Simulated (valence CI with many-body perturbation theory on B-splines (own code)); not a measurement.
**Pm⁴⁸⁺: one-electron terms**

Level of theory: relativistic CI+MBPT: three valence electrons over a frozen Dirac-Fock core [Ne], radial functions for each j: 11 s, 11 p, 9 d, 7 f, 5 g, 2 h, 1 i, with the one-electron correlation potential Σ1 (screened to all orders), the two-electron term Σ2, the three-electron term Σ3, Breit, model QED; selected single and double excitations, second order for the rest (own B-spline code, finite nucleus).

No measured spectrum was set against this ion. As an estimate, large intervals hold to a few tenths of a per cent, small ones and those within an open d or f shell to about a per cent.

These are the spectroscopic orbitals of the CI (the correlating ones are not listed), shaped by the core and the other valence electrons. h is the expectation value of the core's Dirac-Fock operator, without the valence repulsion; Σ1 is computed up to l = 3 at one energy for each symmetry, that of its lowest orbital but kept below the first core excitation, so for empty shells it is not the orbital's own correlation shift; Breit and QED include the response of the core.

```csv
Orbital,h (hartree),Σ1 (cm⁻¹),Breit (cm⁻¹),QED (cm⁻¹),⟨r⟩ (bohr)
3s1/2,-164.67,-6919,23763,19010,0.2348
4s1/2,-89.635,-2340,9284,7662,0.4332
5s1/2,-56.25,-1074,4451,3754,0.6946
6s1/2,-38.555,-588,2496,2120,1.016
3p1/2,-160.27,-8948,39826,284,0.2219
4p1/2,-87.801,-2960,15587,128,0.4240
5p1/2,-55.33,-1368,7607,66.6,0.6878
6p1/2,-38.029,-751,4293,38.7,1.012
3p3/2,-154.64,-7998,23229,2127,0.2310
4p3/2,-85.506,-2727,9045,864,0.4362
5p3/2,-54.176,-1276,4727,432,0.7030
6p3/2,-37.37,-705,2673,247,1.030
3d3/2,-149.18,-9806,18403,-611,0.1986
4d3/2,-83.426,-2752,6645,-205,0.4080
5d3/2,-53.157,-1229,3163,-95.5,0.6783
3d5/2,-147.88,-8967,8820,137,0.2014
4d5/2,-82.862,-2508,3152,100,0.4115
5d5/2,-52.866,-1121,1534,58.6,0.6825
4f5/2,-81.747,-2437,672,-98.4,0.3590
5f5/2,-52.314,-1180,459,-53.0,0.6323
4f7/2,-81.508,-2343,180,38.2,0.3607
5f7/2,-52.191,-1130,122,17.0,0.6342
5g7/2,-52.098,,15.7,-22.8,0.5572
5g9/2,-52.025,,2.6,17.0,0.5585
```

Among the shells of the start configuration 3s2 3p1, Σ1 is largest in size for 3p1/2, where it is 0.025 % of h.

Lowest root of each symmetry, sizes in configuration state functions:

```
  J  Parity  Roots  Reference  Variational  Second order  Change by selected CI (cm⁻¹)  Change by second order (cm⁻¹)
1/2    even      9         58         7076          6292                         -4167                              0
3/2    even     13         92        12087          8780                         -2276                             -1
5/2    even     12         94        13871         11860                         -3505                             -1
7/2    even      6         67        12250         13794                         -5382                             -2
9/2    even      4         41         9304         13688                         -5718                             -3
1/2     odd      7         55         6511          6842                         -4238                              0
3/2     odd     12         89        11405          9486                         -4009                             -1
5/2     odd      9         86        12500         13198                         -4525                             -1
7/2     odd      5         63        11288         10334                         -5049                             -2
9/2     odd      2         33         8471         14486                         -2914                             -3
```
